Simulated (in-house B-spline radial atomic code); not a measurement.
Re²⁺. Computed with a B-spline radial atomic code. Model: all-electron spherical atom, spin shells full or empty, radial basis limit, no spin-orbit coupling, Breit or QED, empty-state partial waves extrapolated as (l+1/2)^-4, RPA, G0W0 and static COHSEX of the highest shell as one setting changes (uncorrelated shells keep exact exchange).

Without the two-electron picture change, core correlation of heavy ions comes too large.

Given: element Re; charge 2; filled core Xe; hamiltonian one-electron scalar X2C; mean-field start PBE0; highest l of empty states 9; nuclear rms radius 5.3698 fm; highest mean-field shell 5d up.

Shell: 4f 7 7, 5d 5 0 (electrons up and down).

```json
{"lowest nl shells left uncorrelated": "0", "RPA correlation energy (hartree)": "-6.4808", "G0W0 level (eV)": "-28.255", "G0W0 minus most complete (meV)": "0", "COHSEX level (eV)": "-31.087", "linearised minus solved G0W0 (meV)": "-218"}
{"lowest nl shells left uncorrelated": "1", "RPA correlation energy (hartree)": "-6.256", "G0W0 level (eV)": "-28.255", "G0W0 minus most complete (meV)": "0", "COHSEX level (eV)": "-31.087", "linearised minus solved G0W0 (meV)": "-218"}
{"lowest nl shells left uncorrelated": "2", "RPA correlation energy (hartree)": "-6.0462", "G0W0 level (eV)": "-28.254", "G0W0 minus most complete (meV)": "0.4", "COHSEX level (eV)": "-31.087", "linearised minus solved G0W0 (meV)": "-217.9"}
{"lowest nl shells left uncorrelated": "3", "RPA correlation energy (hartree)": "?", "G0W0 level (eV)": "?", "G0W0 minus most complete (meV)": "?", "COHSEX level (eV)": "?", "linearised minus solved G0W0 (meV)": "?"}
{"lowest nl shells left uncorrelated": "4", "RPA correlation energy (hartree)": "-5.2432", "G0W0 level (eV)": "-28.253", "G0W0 minus most complete (meV)": "1.6", "COHSEX level (eV)": "-31.088", "linearised minus solved G0W0 (meV)": "-217.5"}
{"lowest nl shells left uncorrelated": "5", "RPA correlation energy (hartree)": "-4.6386", "G0W0 level (eV)": "-28.251", "G0W0 minus most complete (meV)": "3.6", "COHSEX level (eV)": "-31.087", "linearised minus solved G0W0 (meV)": "-216.9"}
{"lowest nl shells left uncorrelated": "6", "RPA correlation energy (hartree)": "?", "G0W0 level (eV)": "?", "G0W0 minus most complete (meV)": "?", "COHSEX level (eV)": "?", "linearised minus solved G0W0 (meV)": "?"}
{"lowest nl shells left uncorrelated": "7", "RPA correlation energy (hartree)": "-3.4551", "G0W0 level (eV)": "-28.246", "G0W0 minus most complete (meV)": "8.6", "COHSEX level (eV)": "-31.069", "linearised minus solved G0W0 (meV)": "-215.5"}
{"lowest nl shells left uncorrelated": "8", "RPA correlation energy (hartree)": "-2.8872", "G0W0 level (eV)": "-28.253", "G0W0 minus most complete (meV)": "1.8", "COHSEX level (eV)": "-31.078", "linearised minus solved G0W0 (meV)": "-217.4"}
{"lowest nl shells left uncorrelated": "9", "RPA correlation energy (hartree)": "-1.9176", "G0W0 level (eV)": "-28.3", "G0W0 minus most complete (meV)": "-45.5", "COHSEX level (eV)": "-31.183", "linearised minus solved G0W0 (meV)": "-231.4"}
{"lowest nl shells left uncorrelated": "10", "RPA correlation energy (hartree)": "-1.7242", "G0W0 level (eV)": "-28.295", "G0W0 minus most complete (meV)": "-40.7", "COHSEX level (eV)": "-31.15", "linearised minus solved G0W0 (meV)": "-234"}
{"lowest nl shells left uncorrelated": "11", "RPA correlation energy (hartree)": "-1.1517", "G0W0 level (eV)": "-28.398", "G0W0 minus most complete (meV)": "-143.5", "COHSEX level (eV)": "-31.101", "linearised minus solved G0W0 (meV)": "-296.3"}
{"lowest nl shells left uncorrelated": "12", "RPA correlation energy (hartree)": "-0.13396", "G0W0 level (eV)": "-28.091", "G0W0 minus most complete (meV)": "164.1", "COHSEX level (eV)": "-30.291", "linearised minus solved G0W0 (meV)": "-200.1"}
```

Q: What follows for lowest nl shells left uncorrelated = 6?

A: RPA correlation energy -3.6448 hartree; G0W0 level -28.245 eV; G0W0 minus most complete 9.9 meV; COHSEX level -31.068 eV; linearised minus solved G0W0 -215.1 meV.

Q: What follows for lowest nl shells left uncorrelated = 3?

A: RPA correlation energy -5.4402 hartree; G0W0 level -28.254 eV; G0W0 minus most complete 1 meV; COHSEX level -31.089 eV; linearised minus solved G0W0 -217.7 meV.
